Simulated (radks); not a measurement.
Spherical quantum dot in the effective-mass picture: electrons in a parabolic well V = omega^2 r^2 / 2 with omega = 0.135, all in effective atomic units (hartree* = m*/eps^2 hartree, bohr* = eps/m* bohr), one dielectric constant everywhere. Calculated with a radial shooting solver with Libxc functionals: non-relativistic Kohn-Sham, PBEsol, spin-polarised, spherical densities. Levels are named by radial order and angular momentum (1s, 1p, 1d, 2s, ...), and open shells are averaged over m.

N = 3, configuration 1s2 1p(up 1, down 0). This is the lowest configuration that the search found. Occupied and some empty levels:

level,occupation,eigenvalue (hartree*),<r> (bohr*)
1s up,1,0.69649,3.976
1s down,1,0.71208,3.840
1p up,1,0.77842,4.814
1p down,0,0.79967,4.779
1d up,0,0.87714,5.476
1d down,0,0.89968,5.500
2s up,0,0.91279,4.867
2s down,0,0.92354,4.930
1f up,0,0.98658,6.067
1f down,0,1.0081,6.123

Energy (hartree*): total 1.35273, kinetic 0.25845, external 0.54888, Hartree 0.95701, exchange-correlation -0.41161.

Electron density:

r (bohr*),n(r) (e/bohr*^3)
0.179,0.006818
0.855,0.006748
1.53,0.006546
2.21,0.006135
2.88,0.005446
3.56,0.004484
4.23,0.003349
4.91,0.002225
5.58,0.001286
6.26,0.0006363
6.93,0.0002719
7.61,0.0001023
8.29,0.00003388
8.96,9.789e-06
